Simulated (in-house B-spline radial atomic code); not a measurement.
**How G0W0 and RPA depend on the start: Mn⁺**

Configuration [Ar] 3d5 4s1, highest spin. Computed with an all-electron radial atomic-structure program (B-spline basis): all electrons, non-relativistic, point nucleus, each spin shell either full or empty, empty states to l = 9 with an (l + 1/2)⁻⁴ tail; G0W0 by contour deformation at full frequency.

```json
{"start": "Hartree-Fock", "mean-field 4s up (eV)": "-14.803", "G0W0 (eV)": "-15.762", "QP weight": "0.969", "RPA correlation (Eh)": "-1.4299"}
{"start": "LDA VWN5", "mean-field 4s up (eV)": "-12.695", "G0W0 (eV)": "-16.307", "QP weight": "0.923", "RPA correlation (Eh)": "-1.6219"}
{"start": "PBE", "mean-field 4s up (eV)": "-12.457", "G0W0 (eV)": "?", "QP weight": "?", "RPA correlation (Eh)": "?"}
{"start": "PBE0", "mean-field 4s up (eV)": "-13.131", "G0W0 (eV)": "-16.119", "QP weight": "0.941", "RPA correlation (Eh)": "-1.5623"}
{"start": "r2SCAN", "mean-field 4s up (eV)": "-12.724", "G0W0 (eV)": "-16.226", "QP weight": "0.935", "RPA correlation (Eh)": "-1.5854"}
{"start": "HSE06", "mean-field 4s up (eV)": "-12.805", "G0W0 (eV)": "-16.141", "QP weight": "0.932", "RPA correlation (Eh)": "-1.5689"}
{"start": "B3LYP (VWN-RPA)", "mean-field 4s up (eV)": "-13.017", "G0W0 (eV)": "-16.165", "QP weight": "0.938", "RPA correlation (Eh)": "-1.5747"}
{"start": "SCAN", "mean-field 4s up (eV)": "-12.852", "G0W0 (eV)": "-16.243", "QP weight": "0.930", "RPA correlation (Eh)": "-1.5864"}
{"start": "TPSS", "mean-field 4s up (eV)": "-12.369", "G0W0 (eV)": "-16.234", "QP weight": "0.917", "RPA correlation (Eh)": "-1.6075"}
{"start": "BHandHLYP", "mean-field 4s up (eV)": "-13.645", "G0W0 (eV)": "-15.988", "QP weight": "0.954", "RPA correlation (Eh)": "-1.5146"}
{"start": "CAM-B3LYP", "mean-field 4s up (eV)": "-14.289", "G0W0 (eV)": "-16.120", "QP weight": "0.957", "RPA correlation (Eh)": "-1.5467"}
{"start": "LC-wPBE", "mean-field 4s up (eV)": "-15.407", "G0W0 (eV)": "-16.113", "QP weight": "0.966", "RPA correlation (Eh)": "-1.5391"}
{"start": "wB97X", "mean-field 4s up (eV)": "-14.864", "G0W0 (eV)": "-16.033", "QP weight": "0.965", "RPA correlation (Eh)": "-1.5311"}
{"start": "PBEsol", "mean-field 4s up (eV)": "-12.486", "G0W0 (eV)": "-16.270", "QP weight": "0.919", "RPA correlation (Eh)": "-1.6193"}
{"start": "BLYP", "mean-field 4s up (eV)": "-12.306", "G0W0 (eV)": "-16.252", "QP weight": "0.917", "RPA correlation (Eh)": "-1.6198"}
{"start": "r2SCAN0", "mean-field 4s up (eV)": "-13.361", "G0W0 (eV)": "?", "QP weight": "?", "RPA correlation (Eh)": "?"}
{"start": "LDA exchange-only", "mean-field 4s up (eV)": "-12.125", "G0W0 (eV)": "-16.369", "QP weight": "0.914", "RPA correlation (Eh)": "-1.6232"}
```

Question: What G0W0 level, weight and RPA correlation energy follow from the PBE start?

Answer: G0W0 level -16.243 eV, weight 0.917, RPA correlation -1.6178 hartree.

Question: What G0W0 level, weight and RPA correlation energy follow from the r2SCAN0 start?

Answer: G0W0 level -16.102 eV, weight 0.947, RPA correlation -1.5418 hartree.

Question: How much of the dependence on the start does G0W0 remove?

Answer: The mean-field levels span 3.28 eV and the G0W0 levels 0.607 eV. Against 15.640 eV (NIST, measured) the G0W0 removal energies are off by +0.12 to +0.73 eV, with relativity, Breit and QED terms left out.
